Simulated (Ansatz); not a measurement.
```yaml
crystal:
  periodic: [false, false, false]
  atoms:
    - {symbol: B, position_ang: [0.304519, 0.782808, -0.388319]}
    - {symbol: C, position_ang: [-0.008984, -0.678121, -0.024770]}
    - {symbol: N, position_ang: [-0.234685, -1.111725, 1.421998]}
    - {symbol: O, position_ang: [0.779073, 1.338910, -1.454161]}
    - {symbol: H, position_ang: [-1.072245, -0.563436, -0.714498]}
    - {symbol: H, position_ang: [0.222887, 1.658198, 0.730432]}
    - {symbol: H, position_ang: [0.688659, -1.105536, -0.703678]}
    - {symbol: H, position_ang: [-0.885125, -1.894969, 1.229220]}
    - {symbol: H, position_ang: [-0.860248, -0.365527, 1.674071]}
    - {symbol: H, position_ang: [1.202664, 2.372392, -1.486004]}
basis:
  gaussian: {orbitals: def2-TZVPP}
magnetization: {spin_polarized: true, initial_magnetization: 0}
hamiltonian: {xc: {name: PBEsol}}
scf: {lower_state_search: light}
relax: {f_tol: 0.0001, max_steps: 2}
```

```sh
$ ansatz run in.yaml --threads 2 --pin off --events-out ev --progress --plain --max-ram 4352MiB
```

How does Ansatz answer? (Estimate.)

The calculation gave: The calculation stopped without meeting its thresholds.
```
Functional definition: PBEsol
1009 factors; their error is unknown
mean field evaluation 1: about -5307.8447 eV, gradient 5.8e1 eV
mean field evaluation 2: about -5266.6655 eV, gradient 1.1e2 eV
mean field evaluation 4: about -5321.2070 eV, gradient 1.1e1 eV
mean field evaluation 8: about -5321.6874 eV, gradient 2.6e-1 eV
mean field evaluation 16: about -5321.6692 eV, gradient 3.0e-4 eV
mean field -5321.66918858 eV, -195.5677355234 hartree, gradient 3.7e-5 eV, S^2 0.000000; 0 other end points of the search recorded, 0 dependent functions left out
reference -5321.66922846 eV, -195.5677369889 hartree; 16, 16 occupied and 192, 192 virtual orbitals, 1009 factors
relax step   1: F+E_penalty+E_count = -5321.66918858 eV  Δ(F+E_penalty+E_count) = +0.000e0 eV  max|allowed force component| = 6.398e0 eV/Å  Δτ_max = 0.0000 Å  (32 SCF iters, accepted)
1009 factors; their error is unknown
mean field -5323.27483405 eV, -195.6267419062 hartree, gradient 2.2e-5 eV, S^2 0.000000; 0 other end points of the search recorded, 0 dependent functions left out
reference -5323.27487407 eV, -195.6267433768 hartree; 16, 16 occupied and 192, 192 virtual orbitals, 1009 factors
relax step   2: F+E_penalty+E_count = -5323.27483405 eV  Δ(F+E_penalty+E_count) = -1.606e0 eV  max|allowed force component| = 2.366e0 eV/Å  Δτ_max = 0.1948 Å  (37 SCF iters, accepted)
Error: geometry relaxation did not converge after 2 steps: max|allowed force component| = 2.37e0 eV/Å (threshold 1.0e-4). Raise `relax.max_steps` over both its present limit and 2, loosen `relax.f_tol`, or start from a geometry closer to equilibrium. Where this run's directory can be resumed (`checkpoint.write`), a resume goes on for up to `relax.max_steps` more
```
